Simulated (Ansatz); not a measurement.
Mulliken charges of `[OH][Mo]([OH])([F])([F])=[S]` from PBE/def2-TZVPP in Ansatz (PBE0-D4/def2-TZVP geometry).

```json
{"atom": "O1", "x (Å)": "-1.036", "y (Å)": "1.445", "z (Å)": "-0.292", "charge (e)": "-0.393"}
{"atom": "Mo2", "x (Å)": "-0.267", "y (Å)": "-0.235", "z (Å)": "-0.105", "charge (e)": "1.317"}
{"atom": "O3", "x (Å)": "1.295", "y (Å)": "-1.234", "z (Å)": "-0.216", "charge (e)": "-0.393"}
{"atom": "F4", "x (Å)": "-0.682", "y (Å)": "-0.646", "z (Å)": "-1.848", "charge (e)": "-0.308"}
{"atom": "F5", "x (Å)": "0.795", "y (Å)": "0.725", "z (Å)": "1.150", "charge (e)": "-0.388"}
{"atom": "S6", "x (Å)": "-1.593", "y (Å)": "-1.357", "z (Å)": "1.040", "charge (e)": "-0.287"}
{"atom": "H7", "x (Å)": "-0.628", "y (Å)": "2.227", "z (Å)": "0.091", "charge (e)": "0.226"}
{"atom": "H8", "x (Å)": "2.116", "y (Å)": "-0.925", "z (Å)": "0.180", "charge (e)": "0.226"}
```

Problem. By hand: the dipole of these point charges (1 e Å = 4.8032 D).

Solution. Σ q r = (0.242, 0.209, -0.053) e Å, of length 0.324 e Å = 1.56 D.

Problem. How does the dipole of the full density compare? (Estimate.)

Solution. The calculation gave: (0.326, 0.287, 0.105) e Å, 2.15 D; the point charges give 0.73 times that, at 23° from its direction.

Point charges leave out the atoms' own dipoles, such as those of lone pairs, and Mulliken's split depends on the basis, so the two needn't agree.
